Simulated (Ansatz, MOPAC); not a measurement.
Species: BPH3 (charge 0, doublet). SMILES: B[PH]

Atoms: B1, H2, H3, P4, H5. Bonds: B1-H2, B1-H3, B1-P4, P4-H5.

Bond lengths (Å) and angles (degrees) optimised at AM1 with MOPAC; PM3 with MOPAC; HF/STO-3G with Ansatz (a program for electronic structure); HF/6-31G* with Ansatz, each started from the B3LYP-D3(BJ)/def2-TZVP structure (Ansatz) of the last column. A row stands for all coordinates that are equal there; 7 of 8 kinds are shown. 6-31G* holds six Cartesian d functions. No wavenumbers were computed at HF/STO-3G, so these may be saddle points.

```csv
coordinate,AM1,PM3,HF/STO-3G,HF/6-31G*,B3LYP-D3(BJ)/def2-TZVP
B1-H2,1.188,1.136,1.160,1.188,1.191
B1-H3,1.188,1.140,1.161,1.188,1.192
B1-P4,1.722,1.450,1.870,1.929,1.882
P4-H5,1.364,1.270,1.388,1.408,1.424
H2-B1-P4,117.8,127.2,121.3,119.6,120.5
H3-B1-P4,117.8,127.0,121.5,121.0,119.9
B1-P4-H5,93.8,140.7,95.0,97.5,96.6
```

Mean signed difference of all 4 bond lengths from B3LYP-D3(BJ)/def2-TZVP: AM1 -0.057 Å, PM3 -0.173 Å, HF/STO-3G -0.028 Å, HF/6-31G* 0.006 Å.
